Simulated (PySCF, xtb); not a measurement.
Al(Me)(Cl) (CH3AlCl), SMILES [CH3][Al+][Cl], charge +1.

GFN2-xTB (xtb 6.7.1) at its own geometry gives an orbital gap of 3.95 eV.

Geometry optimised at B3LYP-D3(BJ)/def2-TZVP. The multiplicity is an assumed one; other spin states were not compared. The isomer is the one that the SMILES or the coordinates give; other isomers of the formula were not compared.

Q: What does M06-2X/def2-TZVPD run with PySCF give? (Estimate from the structure and the level; the computed values follow.)

A: gap 9.75 eV (levels -16.63 and -6.88 eV).
